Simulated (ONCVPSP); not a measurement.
## Lu, ONCV: configuration errors across variants

```
Element                 : Lu
Generator               : ONCVPSP 4.0.1
Type                    : optimised norm-conserving Vanderbilt (ONCV)
Functional              : LDA (Perdew-Zunger)
Relativity              : scalar-relativistic
Frozen core             : [Kr]
Valence charge          : 35
Reference configuration : 4d10 4f13 5s2 5p6 5d2 6s2
Partial waves           : 5s+6s: rc 1.85 bohr, ncon 5, nbas 8, qcut 5.2 1/bohr, 3 projectors, debl 3.1 Ha; 5p: rc 1.65 bohr, ncon 5, nbas 8, qcut 9.9 1/bohr, 1 projector; 4d+5d: rc 0.75 bohr, ncon 3, nbas 8, qcut 20.2 1/bohr, 3 projectors, debl 1.3 Ha; 4f: rc 0.75 bohr, ncon 4, nbas 8, qcut 20.8 1/bohr, local
Local potential         : the f channel
Core correction         : Teter function, fcfact 5.5, rcfact 1.15
```

All-electron excitation energies from the reference (eV): (1) 4d10 4f14 5s2 5p6 5d1 6s2 -10.939; (2) 4d10 4f14 5s2 5p6 5d1 6s1 -3.357; (3) 4d10 4f14 5s2 5p6 5d1 6s0 10.215.

3 further variants failed, have other tests or too few solved ones, and are left out.

A true bound ghost makes a file unfit for plane-wave use even where its test errors are small: the radial tests pick states by their node count and pass the ghost by.

Errors AE − PS in meV (a dash: test not solved or not reliable):

| change | (1) | (2) | (3) | bound ghosts | GHOST(+) flags above zero |
| --- | --- | --- | --- | --- | --- |
| base | -63 | -49 | -28 | s, p | s |
| core correction Teter function, fcfact 5.9, rcfact 1.15 | -63 | -49 | -28 | s, p | s |
| d: rc 0.86 | -63 | -50 | -28 | s, p | s |

Task: Give the same row for: core correction Teter function, fcfact 5.5, rcfact 1.44.

Result: -64, -50, -29; bound ghosts: s, p; GHOST(+) flags above zero: s.
